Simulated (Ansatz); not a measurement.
A structure drawn as `[CH3][Ga]([CH3])[OH]`, with this starting geometry:

Cartesian coordinates in Å:
```
C -0.7294 -1.1048 -0.9807
Ga 0.5318 0.1892 -0.0811
C 0.3779 1.4877 0.5547
O 1.1003 -1.0143 0.8586
H -1.6421 -0.8286 -0.5573
H -0.7178 -2.2104 -1.3307
H -0.5033 -0.4986 -1.8923
H -0.7562 1.5122 0.8460
H 0.4343 1.8332 -0.4502
H 0.9464 2.0863 1.2674
H 0.9580 -1.4520 1.7656
```

Charge 0, multiplicity 1.

Task: Does it keep its bonds when Ansatz relaxes it at PBE-D4/def2-SVP and then PBE0-D4/def2-TZVP?

Result: Yes, every drawn bond is still there and no new one forms.

Task: Give the relaxed structure. (An estimate is asked.)

Result: Ansatz gave: 
Z-matrix (Å, degrees):
```
C
Ga 1 1.957
H 1 1.093 2 110.7
H 1 1.090 2 110.3 3 -120.4
H 1 1.093 2 110.9 3 119.0
C 2 1.967 1 129.2 3 -60.2
O 2 1.800 1 112.8 3 119.6
H 6 1.091 2 112.0 1 -175.4
H 6 1.093 2 110.1 1 64.0
H 6 1.093 2 110.5 1 -54.2
H 7 0.959 2 114.3 1 -180.0
```
The lowest mode is -21 cm⁻¹.

Atoms count as bonded under 1.1 times the sum of their covalent radii (H–H under 0.85 Å, pairs among N, O and F under 1.55 Å), and a drawn bond as lost past 1.3 times.
